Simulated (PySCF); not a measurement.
This PySCF input asks for the NMR shieldings of `N[SiH2]C1=C[C@@H]2C=C[C@H]12`, C6H9NSi; the geometry comes from GFN2-xTB.

```python
import basis_set_exchange as bse
import numpy as np
from pyscf import gto, dft
from pyscf.prop import nmr

atoms = """
N     2.926226    0.332122    0.587710
Si    1.880521   -0.809902   -0.168290
C     0.252232    0.071677   -0.407503
C    -0.279929    1.252278   -0.074512
C    -1.646165    0.952035   -0.640176
C    -2.531719    0.159419    0.294853
C    -2.014739   -1.015589   -0.053517
C    -1.043531   -0.423207   -1.041979
H     2.946167    1.276639    0.239155
H     3.856563    0.042538    0.840522
H     2.322967   -1.312076   -1.484422
H     1.777971   -1.931452    0.768452
H     0.081280    2.115524    0.453960
H    -2.101849    1.649859   -1.334817
H    -3.263779    0.486404    1.009696
H    -2.157941   -2.031036    0.265759
H    -1.011273   -0.803204   -2.056460
"""
names = dict.fromkeys(["N", "Si", "C", "H"], "pcSseg-1")
basis = {el: gto.basis.parse(bse.get_basis(n, elements=[el], fmt="nwchem")) for el, n in names.items()}
mol = gto.M(atom=atoms, basis=basis, charge=0, verbose=0)
mf = dft.RKS(mol, xc="PBE0")
mf.grids.level = 2
mf.grids.alignment = dft.numint.BLKSIZE   # the property module wants whole blocks of grid points
mf.conv_tol = 1e-9
mf.kernel()

calc = nmr.RKS(mf)   # GIAO
C = mf.mo_coeff
Co = C[:, mf.mo_occ > 0]
resp = mf.gen_response(singlet=True, hermi=2)
def vind(x):   # induced exchange potential for any number of trial vectors
    d = np.einsum("pi,xij,qj->xpq", C, 2 * x.reshape(-1, C.shape[1], Co.shape[1]), Co, optimize=True)
    return np.einsum("xpq,pi,qj->xij", resp(d - d.transpose(0, 2, 1)), C, Co, optimize=True).ravel()
mo1, _ = nmr.rhf.solve_mo1(calc, with_cphf=vind)
sigma = calc.kernel(mo1)
for i, s in enumerate(sigma):   # ppm
    print("%2d %-2s %9.2f" % (i, mol.atom_pure_symbol(i), np.trace(s) / 3))
```

Problem. What are the results?

Solution. 
```
 0 N     267.20
 1 Si    398.31
 2 C      21.83
 3 C      19.17
 4 C     130.87
 5 C      33.55
 6 C      32.37
 7 C     132.06
 8 H      31.65
 9 H      31.81
10 H      26.48
11 H      26.77
12 H      24.07
13 H      27.56
14 H      24.77
15 H      24.73
16 H      27.65
```

These numbers come from an equivalent density-fitted implementation of the same equations, which agrees with the script to about 0.01 ppm for H and up to a few tenths of a ppm for heavy atoms, so last digits may differ.

Size and cost of the density-fitted run: 188 basis functions, 55 s wall time on 1 thread of an Arm Neoverse N1, shared host.
